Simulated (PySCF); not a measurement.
C$_{2}$H$_{6}$N (SMILES [CH2]NC), doublet, at a GFN2-xTB geometry; CCSD(T)/6-31G* run with PySCF.

Here is a job for PySCF.
```python
from pyscf import gto, scf, cc

mol = gto.M(
    atom='''
C     1.200912   -0.354090   -0.260352
N     0.155141    0.394165    0.264962
C    -1.196764   -0.024490   -0.005583
H     1.056730   -0.730615   -1.256111
H     2.188297   -0.053528    0.034763
H     0.305443    0.674538    1.225927
H    -1.482562   -0.937816    0.533842
H    -1.296212   -0.215077   -1.073546
H    -1.882568    0.774819    0.275993
''',
    basis='6-31g*',
    charge=0,
    spin=1,
    verbose=4,
)

mf = scf.UHF(mol)
mf.kernel()

mycc = cc.CCSD(mf)
mycc.kernel()
et = mycc.ccsd_t()
print('E(CCSD(T)) = %.10f' % (mycc.e_tot + et))
```

The log (banner, timings and long lists left out):

```
PySCF version 2.14.0

[INPUT] verbose = 4
[INPUT] num. atoms = 9
[INPUT] num. electrons = 25
[INPUT] charge = 0
[INPUT] spin (= nelec alpha-beta = 2S) = 1
[INPUT] symmetry False subgroup None
[INPUT] Mole.unit = angstrom
[INPUT] Symbol           X                Y                Z      unit          X                Y                Z       unit  Magmom
[INPUT]  1 C      1.200912000000  -0.354090000000  -0.260352000000 AA    2.269394779704  -0.669133123447  -0.491993975983 Bohr   0.0
[INPUT]  2 N      0.155141000000   0.394165000000   0.264962000000 AA    0.293174000691   0.744863897889   0.500705613417 Bohr   0.0
[INPUT]  3 C     -1.196764000000  -0.024490000000  -0.005583000000 AA   -2.261556195739  -0.046279392791  -0.010550340953 Bohr   0.0
[INPUT]  4 H      1.056730000000  -0.730615000000  -1.256111000000 AA    1.996930287612  -1.380662252499  -2.373705772054 Bohr   0.0
[INPUT]  5 H      2.188297000000  -0.053528000000   0.034763000000 AA    4.135282009207  -0.101153259996   0.065692549268 Bohr   0.0
[INPUT]  6 H      0.305443000000   0.674538000000   1.225927000000 AA    0.577203616666   1.274692080612   2.316666278710 Bohr   0.0
[INPUT]  7 H     -1.482562000000  -0.937816000000   0.533842000000 AA   -2.801636142687  -1.772215395235   1.008815173790 Bohr   0.0
[INPUT]  8 H     -1.296212000000  -0.215077000000  -1.073546000000 AA   -2.449485679375  -0.406436625693  -2.028707922122 Bohr   0.0
[INPUT]  9 H     -1.882568000000   0.774819000000   0.275993000000 AA   -3.557537930870   1.464195706109   0.521551182297 Bohr   0.0

nuclear repulsion = 78.0546044624765
number of shells = 30
number of NR pGTOs = 105
number of NR cGTOs = 54
basis = 6-31g*
ecp = {}

******** <class 'pyscf.scf.uhf.UHF'> ********
method = UHF
initial guess = minao
damping factor = 0
level_shift factor = 0
DIIS = <class 'pyscf.scf.diis.CDIIS'>
diis_start_cycle = 1
diis_space = 8
diis_damp = 0
SCF conv_tol = 1e-09
SCF conv_tol_grad = None
SCF max_cycles = 50
direct_scf = True
direct_scf_tol = 1e-13
number electrons alpha = 13  beta = 12
Set gradient conv threshold to 3.16228e-05
init E= -133.92990059552

cycle= 1 E= -133.570106868173  delta_E= 0.36  |g|= 0.225  |ddm|= 1.82
cycle= 2 E= -133.607017825353  delta_E= -0.0369  |g|= 0.0799  |ddm|= 0.282
cycle= 3 E= -133.611729883425  delta_E= -0.00471  |g|= 0.0346  |ddm|= 0.103
cycle= 4 E= -133.613094950521  delta_E= -0.00137  |g|= 0.0157  |ddm|= 0.0522
cycle= 5 E= -133.61355558551  delta_E= -0.000461  |g|= 0.00836  |ddm|= 0.0317
cycle= 6 E= -133.613755509223  delta_E= -0.0002  |g|= 0.00371  |ddm|= 0.0262
cycle= 7 E= -133.613787212311  delta_E= -3.17e-05  |g|= 0.00141  |ddm|= 0.0112
cycle= 8 E= -133.613790971897  delta_E= -3.76e-06  |g|= 0.000538  |ddm|= 0.00379
cycle= 9 E= -133.613791494219  delta_E= -5.22e-07  |g|= 0.000215  |ddm|= 0.0014
cycle= 10 E= -133.613791575766  delta_E= -8.15e-08  |g|= 9.34e-05  |ddm|= 0.000559
cycle= 11 E= -133.613791591003  delta_E= -1.52e-08  |g|= 3.51e-05  |ddm|= 0.000268
cycle= 12 E= -133.613791593342  delta_E= -2.34e-09  |g|= 1.1e-05  |ddm|= 0.000124
cycle= 13 E= -133.613791593555  delta_E= -2.13e-10  |g|= 5.57e-06  |ddm|= 3.62e-05
Extra cycle  E= -133.613791593594  delta_E= -3.94e-11  |g|= 3.47e-06  |ddm|= 1.12e-05
converged SCF energy = -133.613791593594  <S^2> = 0.76016624  2S+1 = 2.0101405

******** <class 'pyscf.cc.uccsd.UCCSD'> ********
CC2 = 0
CCSD nocc = (np.int64(13), np.int64(12)), nmo = (54, 54)
max_cycle = 50
direct = 0
conv_tol = 1e-07
conv_tol_normt = 1e-06
diis_space = 6
diis_start_cycle = 0
diis_start_energy_diff = 1e+09
Init t2, MP2 energy = -0.40663099795033
Init E_corr(UCCSD) = -0.406630997961226
cycle = 1  E_corr(UCCSD) = -0.430248940185345  dE = -0.0236179422  norm(t1,t2) = 0.0741121
cycle = 2  E_corr(UCCSD) = -0.440792278987502  dE = -0.0105433388  norm(t1,t2) = 0.0243407
cycle = 3  E_corr(UCCSD) = -0.444620363246228  dE = -0.00382808426  norm(t1,t2) = 0.0144185
cycle = 4  E_corr(UCCSD) = -0.445694978029054  dE = -0.00107461478  norm(t1,t2) = 0.00576616
cycle = 5  E_corr(UCCSD) = -0.445472633494819  dE = 0.000222344534  norm(t1,t2) = 0.00327368
cycle = 6  E_corr(UCCSD) = -0.445456083678215  dE = 1.65498166e-05  norm(t1,t2) = 0.000732915
cycle = 7  E_corr(UCCSD) = -0.445477688777757  dE = -2.16050995e-05  norm(t1,t2) = 0.000247301
cycle = 8  E_corr(UCCSD) = -0.445475844304919  dE = 1.84447284e-06  norm(t1,t2) = 9.11689e-05
cycle = 9  E_corr(UCCSD) = -0.445473780418192  dE = 2.06388673e-06  norm(t1,t2) = 3.53896e-05
cycle = 10  E_corr(UCCSD) = -0.44547313987895  dE = 6.40539242e-07  norm(t1,t2) = 1.09122e-05
cycle = 11  E_corr(UCCSD) = -0.445472850850417  dE = 2.89028533e-07  norm(t1,t2) = 4.14906e-06
cycle = 12  E_corr(UCCSD) = -0.445472817271224  dE = 3.35791926e-08  norm(t1,t2) = 1.7337e-06
cycle = 13  E_corr(UCCSD) = -0.445472798342353  dE = 1.89288711e-08  norm(t1,t2) = 8.93154e-07
UCCSD converged
E(UCCSD) = -134.0592643919368  E_corr = -0.4454727983423528
UCCSD(T) correction = -0.0109443723184068
E(CCSD(T)) = -134.0702087643
```
